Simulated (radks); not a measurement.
The numbers below are computed, except where a source is named.
Problem. The mean radii <r> (bohr) of the occupied orbitals of an atom or ion are listed with their occupations. Level of theory: scalar-relativistic Kohn-Sham, SOGGA, spin-polarised, spherical densities, finite nucleus; Fermi nuclear charge, rms radius of each element as measured or else 0.836 A^(1/3) + 0.57 fm (a radial shooting solver on a logarithmic mesh with Libxc functionals).

| orbital | occ. | <r> |
|---|---|---|
| 1s up | 1 | 0.02723 |
| 1s down | 1 | 0.02723 |
| 2s up | 1 | 0.1172 |
| 2s down | 1 | 0.1172 |
| 2p up | 3 | 0.1025 |
| 2p down | 3 | 0.1025 |
| 3s up | 1 | 0.3143 |
| 3s down | 1 | 0.3143 |
| 3p up | 3 | 0.3123 |
| 3p down | 3 | 0.3123 |
| 3d up | 5 | 0.2887 |
| 3d down | 5 | 0.2887 |
| 4s up | 1 | 0.7402 |
| 4s down | 1 | 0.7401 |
| 4p up | 3 | 0.7923 |
| 4p down | 3 | 0.7921 |
| 4d up | 5 | 0.9225 |
| 4d down | 5 | 0.9210 |
| 5s up | 1 | 1.966 |
| 5s down | 1 | 1.964 |
| 5p up | 3 | 2.461 |
| 5p down | 2 | 2.481 |

Name the element and its charge. Open shells, if any, are filled with parallel spins first.

Solution. Z = 53, iodine, charge 0: I in [Kr] 4d10 5s2 5p5. The 1s radius gives Z: for a bare nucleus <r> = (2 gamma + 1)/(2Z) with gamma = sqrt(1 - (Z/c)^2), 0.02683 bohr for Z = 53, and screening makes it slightly larger (0.02723 here). The occupations add up to 53, and the charge is Z minus that.
